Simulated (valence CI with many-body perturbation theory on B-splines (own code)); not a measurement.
**Energy levels of Ir⁵⁶⁺**

Computed by valence CI with perturbative core correlation (CI+MBPT): three valence electrons over a frozen Dirac-Fock core [Ar], radial functions for each j: 9 s, 9 p, 10 d, 8 f, 5 g, 3 h, 1 i, with the one-electron correlation potential Σ1, the two-electron term Σ2, the three-electron term Σ3, Breit, model QED; selected CI, second order for the rest (own B-spline code, finite nucleus).

No measured spectrum was set against this ion. As an estimate, large intervals hold to a few tenths of a per cent, small ones and those within an open d or f shell to about a per cent. The list stops below the first excitations out of the core. Only levels of the ground parity were solved; by the run's estimate the other parity begins above the list, which can be wrong where configurations are misplaced.

Levels 1 to 16 of 16, with energies above the lowest level, (3d3/2^3) J=3/2. "Leading %" is the weight of the configuration and term that name the level; weights of strongly mixed levels are sums over their largest components and can fall short. In the jj column 3d3/2^4 stands for four electrons in 3d with j = 3/2.

| No. | Configuration | Term | J | E (cm⁻¹) | Leading % | Leading jj | g |
| --- | --- | --- | --- | --- | --- | --- | --- |
| 1 | 3d3 | 4F | 3/2 | 0 | 42 | 3d3/2^3 (99 %) | 0.728 |
| 2 | 3d3 | 4F | 5/2 | 649300 | 81 | 3d3/2^2 3d5/2 (99 %) | 1.052 |
| 3 | 3d3 | 4P | 3/2 | 702010 | 38 | 3d3/2^2 3d5/2 (99 %) | 1.160 |
| 4 | 3d3 | 2H | 9/2 | 732050 | 47 | 3d3/2^2 3d5/2 (100 %) | 1.027 |
| 5 | 3d3 | 2G | 7/2 | 735090 | 50 | 3d3/2^2 3d5/2 (98 %) | 1.031 |
| 6 | 3d3 | 4P | 1/2 | 747800 | 57 | 3d3/2^2 3d5/2 (100 %) | 1.791 |
| 7 | 3d3 | 2D | 5/2 | 950170 | 46 | 3d3/2^2 3d5/2 (97 %) | 1.223 |
| 8 | 3d3 | 4F | 7/2 | 1371300 | 68 | 3d3/2 3d5/2^2 (99 %) | 1.120 |
| 9 | 3d3 | 4F | 9/2 | 1410800 | 50 | 3d3/2 3d5/2^2 (99 %) | 1.126 |
| 10 | 3d3 | 4P | 3/2 | 1456200 | 40 | 3d3/2 3d5/2^2 (100 %) | 1.099 |
| 11 | 3d3 | 2P | 1/2 | 1481300 | 57 | 3d3/2 3d5/2^2 (100 %) | 1.521 |
| 12 | 3d3 | 2H | 11/2 | 1490200 | 100 | 3d3/2 3d5/2^2 (100 %) | 1.078 |
| 13 | 3d3 | 4P | 5/2 | 1492300 | 40 | 3d3/2 3d5/2^2 (97 %) | 1.299 |
| 14 | 3d3 | 2F | 5/2 | 1570600 | 45 | 3d3/2 3d5/2^2 (99 %) | 1.086 |
| 15 | 3d3 | 2F | 7/2 | 1571300 | 78 | 3d3/2 3d5/2^2 (99 %) | 1.080 |
| 16 | 3d3 | 2D | 3/2 | 1746900 | 81 | 3d3/2 3d5/2^2 (98 %) | 0.871 |

The ionisation energy to 3d2 3F_2 of the next ion comes out as 5609.7 eV (NIST: 5609 ± 5 eV (theoretical)). All 16 levels together are meant to be complete up to 1973700 cm⁻¹.
